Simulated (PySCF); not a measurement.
# LaBr: frontier orbitals

ωB97X at R = 2.710 Å; PySCF, spin-free X2C with a Gaussian nucleus, basis sets La x2c-TZVPall, Br x2c-TZVPall. State: triplet, about 0.0 electrons in the 4f shell (Mulliken). Only the outer orbitals are listed, counted within each symmetry.

| spin | orbital | occ. | ε (eV) | on La (%) | main shells (%) |
| --- | --- | --- | --- | --- | --- |
| α | 18σ | 1 | -23.14 | 14 | 86 Br s, 12 La p |
| α | 19σ | 1 | -10.57 | 13 | 87 Br p, 9 La d |
| α | 10π | 1 | -10.09 | 6 | 94 Br p |
| α | 10π | 1 | -10.09 | 6 | 94 Br p |
| α | 4δ | 1 | -5.99 | 100 | 100 La d |
| α | 20σ | 1 | -5.42 | 100 | 79 La s, 16 La d |
| α | 11π | 0 | 0.08 | 100 | 68 La p, 31 La d |
| α | 11π | 0 | 0.08 | 100 | 68 La p, 31 La d |
| α | 21σ | 0 | 0.13 | 97 | 51 La p, 40 La d |
| β | 18σ | 1 | -23.10 | 16 | 84 Br s, 14 La p |
| β | 19σ | 1 | -10.54 | 12 | 87 Br p |
| β | 10π | 1 | -10.09 | 6 | 94 Br p |
| β | 10π | 1 | -10.09 | 6 | 94 Br p |
| β | 20σ | 0 | 0.63 | 100 | 70 La s, 24 La d |
| β | 11π | 0 | 1.26 | 95 | 94 La d |
| β | 11π | 0 | 1.26 | 95 | 94 La d |

Question: Which are the highest filled and the lowest empty level, where do they sit, and how wide is the gap?

Answer: Highest filled α 20σ at -5.42 eV (in %: 79 La s, 16 La d); lowest empty α 11π at 0.08 eV (in %: 68 La p, 31 La d); the gap at ωB97X is 5.50 eV. An empty level above zero is unbound, and its energy depends on the basis.

```
bond order (Mayer)                               : 0.95
⟨S²⟩                                             : 2.002
charge on La (Mulliken, basis-dependent)         : 0.49
charge on La (Löwdin, basis-dependent)           : 0.08
dipole moment (positive dipole means La(−)Br(+)) : -5.15 D
```

Spin–orbit coupling is left out. The state is the lowest single determinant that the PBE0 search found; with open d or f shells the true ground state can be another one.
